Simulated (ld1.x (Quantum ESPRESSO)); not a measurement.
## Al (Z = 13): variants of one TM potential

Base potential:

Al, norm-conserving Troullier–Martins (Kleinman–Bylander form), made with ld1.x (Quantum ESPRESSO) 7.5 (LDA (PZ), scalar-relativistic). Core [Ne], reference 3s1.75 3p1.25. Waves: 3p (bound): rc 2.15 bohr; 3s (bound): rc 1.70 bohr. Local part: the s channel. Core correction: a·sin(br)/r model core inside 0.85 bohr.

Cutoffs, loose and tight: the cutoffs (Ry, on a coarse ladder) from which the occupation-weighted sum of valence levels, in a spherical-Bessel basis at the reference potential, stays within 10 and 1 mRy of its value at 400 Ry. They do not see the model core or the augmentation charge, which bear on the density cutoff. Test errors are all-electron minus pseudo excitation energies from the reference, over the configurations 3s2 3p1; 3s2 3p0; 3s1 3p0; 3s1 3p1; 3s0 3p3; 3s2 3p1.3; 3s2 3p0.5 (two spin-polarised tests are not counted in the largest error). A dash means not determined; rows that change the core or the reference have their own tests.

```csv
change,outcome,"cutoff, loose","cutoff, tight",bound ghosts,largest test error (meV)
base,generated,10 Ry,30 Ry,none,+12
wave 3s (bound): rc 1.70 bohr becomes 3s (bound): rc 1.16 bohr,generated,120 Ry,230 Ry,none,+57
wave 3s (bound): rc 1.70 bohr becomes 3s (bound): rc 1.30 bohr,generated,45 Ry,120 Ry,none,+27
wave 3s (bound): rc 1.70 bohr becomes 3s (bound): rc 1.62 bohr,generated,10 Ry,35 Ry,none,+13
wave 3s (bound): rc 1.70 bohr becomes 3s (bound): rc 1.82 bohr,generated,10 Ry,30 Ry,none,+12
wave 3s (bound): rc 1.70 bohr becomes 3s (bound): rc 2.02 bohr,generated,10 Ry,30 Ry,none,+12
wave 3s (bound): rc 1.70 bohr becomes 3s (bound): rc 2.36 bohr,generated,8 Ry,21 Ry,none,-18
wave 3s (bound): rc 1.70 bohr becomes 3s (bound): rc 2.50 bohr,generated,8 Ry,21 Ry,none,-26
```

Q: What comes out with this change to the base: wave 3s (bound): rc 1.70 bohr becomes 3s (bound): rc 1.44 bohr?

A: outcome: generated; cutoff, loose: 30 Ry; cutoff, tight: 70 Ry; bound ghosts: none; largest test error (meV): +17.

Q: What comes out with this change to the base: wave 3s (bound): rc 1.70 bohr becomes 3s (bound): rc 2.20 bohr?

A: outcome: generated; cutoff, loose: 10 Ry; cutoff, tight: 25 Ry; bound ghosts: none; largest test error (meV): +13.

Reading the sweep of the s radius (base included, trends over the rows without a ghost): The loose cutoff falls from 120 Ry at 1.16 to 8 Ry at 2.5 bohr. A larger radius leaves more room for a smooth pseudo-wave, so fewer plane waves are needed; a smaller one forces it to follow the all-electron wave where it bends sharply. The median size of the test errors (rows with all tests solved) is not monotonic: lowest 0.7 meV at 1.3 bohr, highest 2.5 meV at 2.5 bohr.
